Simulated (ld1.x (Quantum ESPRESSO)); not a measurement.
The numbers below are computed, except where a source is named.
**Pseudopotentials across the periodic table**

Generated with ld1.x 7.5 (TM, RRKJ, ultrasoft, PAW), atompaw 4.2 or ONCVPSP 4.0.1. The cutoff is in Ry: for ld1.x and atompaw files where the sum of valence levels is converged to 10 mRy in a Bessel basis, for ONCV files where the hardest occupied wave has 1 mHa per electron of residual kinetic energy. The error is the largest all-electron minus pseudo excitation energy over each file’s own four to seven test configurations (ionisations up to +4, promotions, holes and added fractions of an electron), all of which were solved. The labels leave out finer settings (local radius, basis sizes, second energies), which also bear on the numbers. Spin-polarised tests are not counted. The rows are a selection from randomly drawn settings: files with unsolved tests, undetermined cutoffs or missed reference levels are left out.

A true bound ghost makes a file unfit for plane-wave use even where its test errors are small: the radial tests pick states by their node count and pass the ghost by.

```csv
element,potential,cutoff (Ry),largest error (meV),bound ghosts
Cl,"TM, PBEsol, scalar-relativistic, rc 1.35/1.20 (sp), local s, core correction yes, reference 3s2 3p5",60,+195,none
Ag,"ultrasoft, BLYP, scalar-relativistic, rc 1.60/1.65/1.20 (spd), local smoothed, core correction yes, reference 4s2 4p6 4d10 5s0.75 5p0.25",80,+13,none
Sn,"ultrasoft, LDA (PZ), scalar-relativistic, rc 2.10/2.40 (sp), local smoothed, core correction no, reference 5s2 5p2",8,+273,none
Te,"TM, LDA (PZ), scalar-relativistic, rc 1.70/1.75/1.10/1.45 (spdf), local s, core correction no, reference 4d10 5s2 5p2",120,-475,none
```

**Question.** Fill in the row for Bi: TM, revPBE, fully relativistic, rc 1.90/2.30 (sp), local s, core correction yes, reference 6s1 6p4.

**Answer.** cutoff 21 Ry, largest error -610 meV, bound ghosts: none.

**Question.** Fill in the row for Bi: PAW, LDA (PZ), scalar-relativistic, rc 1.80/2.10/1.85 (spd), local smoothed, core correction yes, reference 5d10 6s2 6p3.

**Answer.** cutoff 35 Ry, largest error -57 meV, bound ghosts: s.
